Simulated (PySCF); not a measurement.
# Low-lying terms of Sn⁴⁺ (tin, charge +4)

Ground state [Kr] 4d10, ¹S. Calculation: PySCF 2.14, in aug-cc-pVTZ-PP with ECP28MDF (6s5p4d2f, 55 functions); scalar relativity through the core potential. Vertical excitation energies in eV without spin-orbit coupling; excited terms of each kind are numbered among those the solver found. Frozen: 4s2 4p6.

| term | leading excitation | EOM-EE-CCSD |
| --- | --- | --- |
| 1 3D | 4d → s | 23.347 |
| 1 1D | 4d → s | 24.081 |
| 1 3P° | 4d → p | 32.964 |
| 1 3F° | 4d → p | 33.507 |
| 1 1F° | 4d → p | 33.885 |
| 1 1D° | 4d → p | 34.445 |
| 1 3D° | 4d → p | 34.465 |
| 1 1P° | 4d → p | 34.501 |
| 1 3G | 4d → d | 46.931 |
| 1 1G | 4d → d | 47.073 |
| 1 1F | 4d → d | 47.490 |

The spin-orbit splitting of the hole, absent here, rivals or exceeds the spacing of these terms, so the LS terms are model states.

The solver can miss terms.
